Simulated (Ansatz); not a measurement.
Input for Ansatz (a first-principles code): R-CAM-B3LYP/def2-TZVPPD on HI (SMILES I). Elements past Kr take the def2 small-core potentials; no spin–orbit coupling. Files ending in .json are basis or fitting sets from the Basis Set Exchange.

Ansatz 0.2 input:
```yaml
crystal:
  periodic: [false, false, false]
  atoms:
    - {symbol: I, position_ang: [-0.03195044, -0.41293503, 3.86027019]}
    - {symbol: H, position_ang: [-0.05668870, -0.24419623, 2.14626001]}
basis:
  gaussian:
    orbitals: def2-TZVPPD.json
hamiltonian:
  xc: {name: CAM-B3LYP}
scf: {lower_state_search: off}
```

Output:

```
WARN ansatz: RAYON_NUM_THREADS=2 ignored (pool sized by the plan → 2); use --threads N
Functional definition: CAM-B3LYP
these checks for a lower state are left out or cut short: stability, starts, cluster_reference, orbital_swaps, neighbouring_geometries, increment
integrals: 0.01 GiB planned
502 factors; their error is unknown
integrals: 0.05 GiB planned
142 factors; integrals over basis functions are off by at most 2.0e-4 eV
mean field: 0.21 GiB planned
mean field evaluation 1: about -8117.0016 eV, gradient 5.9e0 eV
mean field evaluation 2: about -8117.0982 eV, gradient 5.1e0 eV
mean field evaluation 4: about -8117.1574 eV, gradient 2.4e-1 eV
mean field evaluation 8: about -8117.3418 eV, gradient 1.1e-1 eV
mean field evaluation 16: about -8117.3419 eV, gradient 2.8e-6 eV
mean field -8117.34186434 eV, -298.3068113827 hartree, gradient 2.7e-6 eV, S^2 0.000000; 0 other end points of the search recorded, 0 dependent functions left out
reference -8117.34194974 eV, -298.3068145211 hartree; 13, 13 occupied and 63, 63 virtual orbitals, 502 factors
Total energy: -8117.34194974 eV, -298.3068145211 hartree
Checks for a lower state left out: stability, starts, cluster_reference, orbital_swaps, neighbouring_geometries, increment
```

The run converged.

Cost: roughly 0.9 core-seconds.
